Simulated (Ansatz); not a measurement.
**A ladder of methods for C2H6Ga (SMILES C[Ga]C)**

C2H6Ga has 9 atoms, charge 0, and is taken as a doublet. As SMILES, `C[Ga]C`. The shape was relaxed beforehand at wB97X-V/def2-SVP.

Quantity: the adiabatic electron affinity (to the singlet anion, shapes relaxed at wB97X-V/def2-SVP, no zero-point term), in eV. The values are calculated.

The electron affinity is E(neutral) − E(anion): positive where the electron is bound.

```json
{"level": "USVWN5/def2-TZVP", "kind": "LDA", "program": "Ansatz", "value (eV)": "0.82", "CPU time (all runs)": "4.5 s"}
{"level": "UBLYP/def2-TZVP", "kind": "GGA", "program": "Ansatz", "value (eV)": "0.71", "CPU time (all runs)": "8.8 s"}
{"level": "UPBE/def2-TZVP", "kind": "GGA", "program": "Ansatz", "value (eV)": "0.70", "CPU time (all runs)": "8.2 s"}
{"level": "UB3LYP/def2-TZVP", "kind": "global hybrid", "program": "Ansatz", "value (eV)": "0.80", "CPU time (all runs)": "11 s"}
{"level": "U-wB97M-V/def2-TZVP", "kind": "range-separated hybrid", "program": "Ansatz", "value (eV)": "0.73", "CPU time (all runs)": "35 s"}
{"level": "UCAM-B3LYP/def2-TZVP", "kind": "range-separated hybrid", "program": "Ansatz", "value (eV)": "0.73", "CPU time (all runs)": "14 s"}
{"level": "UB2PLYP/def2-TZVP", "kind": "double hybrid", "program": "Ansatz", "value (eV)": "0.68", "CPU time (all runs)": "19 s"}
{"level": "UMP2/def2-TZVP", "kind": "perturbation theory", "program": "Ansatz", "value (eV)": "0.56", "CPU time (all runs)": "10 s"}
```

All-electron rows without a relativistic Hamiltonian named are non-relativistic. The values span 0.56 to 0.82 eV. In the correlated wave-function rows the outer d shell of Ga is correlated, in sets not made for it. Times are those of the runs behind each value, whatever else they computed, on shared processors of several kinds: orders of magnitude only.
